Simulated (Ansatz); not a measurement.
Relaxation of GeH$_{6}$O$_{3}$ (10 atoms, charge 0, multiplicity 1), to a largest force component of 0.03 eV/Å in at most 50 steps.

Method: RKS r2SCAN-D4/def2-mTZVP (Ansatz 0.2.0).

```xyz
10
Properties=species:S:1:pos:R:3:forces:R:3
Ge -0.216 -0.183 0.115 -0.04 -0.01 0.23
H -0.226 -0.034 1.649 -0.22 -0.25 -0.34
O 1.521 -0.196 -0.330 0.02 0.00 0.01
H 1.702 -0.684 -1.144 -0.01 0.00 0.00
O -1.079 1.201 -0.582 -0.02 0.01 -0.04
H -1.502 0.978 -1.423 0.01 0.01 0.04
H -0.843 -1.484 -0.425 -0.01 -0.04 -0.02
O 1.359 1.931 1.487 -0.12 -0.52 0.49
H 1.996 1.483 0.905 -0.07 0.02 0.04
H 1.084 1.218 2.106 0.45 0.78 -0.41
```

Problem. Where does it end, and by what steps?

Solution. It converged. The force dipped under the threshold on the way, but the program's further checks kept it going. After 34 steps the energy has fallen by 0.192 eV; H10 moved furthest, 1.67 Å.

```json
{"step": "0", "energy less start (eV)": "0.0000", "largest force component (eV/Å)": "0.781", "accepted": "yes"}
{"step": "2", "energy less start (eV)": "-0.0845", "largest force component (eV/Å)": "1.406", "accepted": "yes"}
{"step": "4", "energy less start (eV)": "-0.1618", "largest force component (eV/Å)": "0.195", "accepted": "yes"}
{"step": "6", "energy less start (eV)": "-0.1689", "largest force component (eV/Å)": "0.120", "accepted": "yes"}
{"step": "8", "energy less start (eV)": "-0.1777", "largest force component (eV/Å)": "0.106", "accepted": "yes"}
{"step": "10", "energy less start (eV)": "-0.1803", "largest force component (eV/Å)": "0.052", "accepted": "yes"}
{"step": "12", "energy less start (eV)": "-0.1820", "largest force component (eV/Å)": "0.125", "accepted": "yes"}
{"step": "14", "energy less start (eV)": "-0.1837", "largest force component (eV/Å)": "0.087", "accepted": "yes"}
{"step": "16", "energy less start (eV)": "-0.1853", "largest force component (eV/Å)": "0.137", "accepted": "yes"}
{"step": "18", "energy less start (eV)": "-0.1867", "largest force component (eV/Å)": "0.069", "accepted": "yes"}
{"step": "20", "energy less start (eV)": "-0.1877", "largest force component (eV/Å)": "0.081", "accepted": "yes"}
{"step": "22", "energy less start (eV)": "-0.1891", "largest force component (eV/Å)": "0.071", "accepted": "yes"}
{"step": "24", "energy less start (eV)": "-0.1899", "largest force component (eV/Å)": "0.080", "accepted": "yes"}
{"step": "26", "energy less start (eV)": "-0.1906", "largest force component (eV/Å)": "0.017", "accepted": "yes"}
{"step": "28", "energy less start (eV)": "-0.1910", "largest force component (eV/Å)": "0.042", "accepted": "yes"}
{"step": "30", "energy less start (eV)": "-0.1916", "largest force component (eV/Å)": "0.043", "accepted": "yes"}
{"step": "32", "energy less start (eV)": "-0.1919", "largest force component (eV/Å)": "0.043", "accepted": "yes"}
{"step": "34", "energy less start (eV)": "-0.1923", "largest force component (eV/Å)": "0.013", "accepted": "yes"}
```

```xyz
10
Properties=species:S:1:pos:R:3
Ge -0.521 -0.221 -0.026
H -0.909 0.252 1.370
O 1.213 0.200 -0.195
H 1.435 0.437 -1.107
O -1.396 0.725 -1.257
H -1.762 0.169 -1.957
H -0.723 -1.722 -0.304
O 1.930 1.765 2.079
H 1.834 1.266 1.248
H 2.696 1.360 2.506
```

Whether the end is a true minimum wasn't checked by a vibrational analysis.

The run took 74 s on 4 threads of Arm Neoverse V2, with other jobs on the host, peak memory 0.19 GiB.
